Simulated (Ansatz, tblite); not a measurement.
Spin states of the cluster AsS3, each relaxed with B3LYP-D4/def2-SVP in Ansatz. Electronic energies in the gas phase.

The xTB rows come from tblite. HSE06 is defined as in plane-wave codes, on full-range PBE exchange. Correlated methods freeze 24 core orbitals; core or outer-core shells of As are correlated, in sets that lack core-valence functions. In CCSD on the charge 0 quartet the largest single amplitude is 0.25, so its Hartree–Fock determinant may place the open shell otherwise than the density functionals do. The structure comes from a short search, and lower isomers may exist.

Doublet geometry (Cs within 0.1 Å):

Cartesian coordinates in Å:
```
As -0.824 0.237 0.686
S -0.131 -0.913 -1.509
S -0.063 2.120 0.770
S 1.018 -1.444 0.053
```

Quartet geometry:

```xyz
4

As   -0.915   -0.173    1.291
S     2.142   -0.405   -1.031
S    -2.361   -0.363   -0.174
S     1.134    0.942   -0.086
```

⟨S²⟩: doublet 0.76 at PBE0-D4/def2-TZVP (pure 0.75), quartet 3.78 at PBE0-D4/def2-TZVP (pure 3.75).

Run but left out: HF/STO-3G (doublet: ⟨S²⟩ 1.49, where a pure state has 0.75); HF/def2-TZVP, MP2/def2-TZVP (quartet: ⟨S²⟩ 4.11, where a pure state has 3.75).

Only these spin states were relaxed. The quartet has other bonds than the doublet, so the gap mixes isomer and spin.

| level | quartet − doublet (kcal/mol) | lowest of these | remarks |
| --- | --- | --- | --- |
| GFN1-xTB | 57.2 | doublet | – |
| GFN2-xTB | 34.6 | doublet | – |
| PBE-D4/def2-TZVP | 29.9 | doublet | – |
| revPBE-D4/def2-TZVP | 29.2 | doublet | – |
| r2SCAN-D4/def2-TZVP | 26.8 | doublet | – |
| PBE0-D4/def2-TZVP | 28.3 | doublet | – |
| HSE06-D4/def2-TZVP | 28.4 | doublet | – |
| CAM-B3LYP-D4/def2-TZVP | 24.6 | doublet | – |
| B2PLYP/def2-TZVP | 27.9 | doublet | – |
| PBE-QIDH/def2-TZVP | 30.2 | doublet | spin-contaminated (⟨S²⟩ 3.88) (quartet) |
| CCSD/def2-TZVP | 25.5 | doublet | large T1 (0.048) (quartet), spin-contaminated (⟨S²⟩ 4.11) (quartet) |
| CCSD(T)/def2-TZVP | 28.8 | doublet | large T1 (0.048) (quartet), spin-contaminated (⟨S²⟩ 4.11) (quartet) |

Change of the quartet − doublet gap on mixing in exact exchange, in kcal/mol: PBE to PBE0 (25 % exact exchange) -1.5.

The xTB methods have no spin-polarisation term.
